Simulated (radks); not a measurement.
Task: All-electron atom: Ba4+ in [Kr] 4d10 5s1 5p4 4f1 (not the ground configuration). Calculated with a radial shooting solver on a logarithmic mesh with Libxc functionals: scalar-relativistic Kohn-Sham, PBEsol, spin-polarised, spherical densities, finite nucleus; open shells are filled with parallel spins first (spin-orbit coupling, left out, can overturn this in heavy ions); Fermi nuclear charge, rms radius 4.8378 fm. Some entries of the table are withheld. Estimate them.

| orbital | occ. | eigenvalue (hartree) | <r> (bohr) | <1/r> (bohr^-1) |
|---|---|---|---|---|
| 1s up | 1 | -1369.934 | 0.02559 | 60.67 |
| 1s down | 1 | -1369.926 | 0.02559 | 60.67 |
| 2s up | 1 | -217.7050 | 0.1098 | 13.95 |
| 2s down | 1 | -217.7007 | 0.1098 | 13.95 |
| 2p up | 3 | -195.4100 | 0.09620 | 13.27 |
| 2p down | 3 | -195.4041 | 0.09620 | 13.27 |
| 3s up | 1 | -46.99385 | 0.2921 | 5.041 |
| 3s down | 1 | -46.98055 | 0.2920 | 5.042 |
| 3p up | 3 | -39.84462 | 0.2900 | 4.783 |
| 3p down | 3 | -39.83078 | 0.2900 | 4.784 |
| 3d up | 5 | -29.45154 | 0.2666 | 4.535 |
| 3d down | 5 | -29.43950 | 0.2665 | 4.536 |
| 4s up | 1 | -10.29568 | 0.6751 | 2.081 |
| 4s down | 1 | -10.25960 | 0.6745 | 2.082 |
| 4p up | 3 | -7.99321 | 0.7174 | 1.915 |
| 4p down | 3 | -7.95491 | 0.7161 | 1.917 |
| 4d up | 5 | -4.65229 | 0.8042 | 1.647 |
| 4d down | 5 | -4.60510 | 0.7995 | 1.654 |
| 5s up | 1 | -2.60393 | 1.584 | 0.8320 |
| 5s down | 0 | -2.46855 | 1.587 | 0.8335 |
| 5p up | 3 | (1) | 1.783 | 0.7309 |
| 5p down | 1 | (2) | 1.804 | 0.7234 |
| 4f up | 1 | -1.27088 | 1.264 | (3) |
| 4f down | 0 | -1.18429 | 1.237 | (4) |

Result: 
(1) 5p up eigenvalue (hartree): -2.01169
(2) 5p down eigenvalue (hartree): -1.87943
(3) 4f up <1/r> (bohr^-1): 1.040
(4) 4f down <1/r> (bohr^-1): 1.066
